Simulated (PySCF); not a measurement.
**Ionisation energy of Rb(9+) by level of theory**

Rb(9+) [Ar] 3d10 (1S) → Rb(10+) [Ar] 3d9 (2D), as a difference of total energies. All numbers are calculated (PySCF 2.14, scalar relativity by spin-free X2C-1e, in an even-tempered Gaussian basis (20 s from 0.49 bohr⁻², ratio 2.5; 13 p from 0.64 bohr⁻², ratio 2.5; 9 d from 0.64 bohr⁻², ratio 2.5; 4 f from 5 bohr⁻², ratio 2.7; 4 g from 7.5 bohr⁻², ratio 2.7)). The calculations carry no spin-orbit coupling.

```tsv
method	ionisation energy (eV)
UHF	275.71
B97-3	277.14
revPBE	276.82
```

The reference lies between the lowest fine-structure levels, while these numbers refer to the centres of the terms.

For comparison: 277.12 ± 0.12 eV (measured; NIST Atomic Spectra Database, ionization energies).
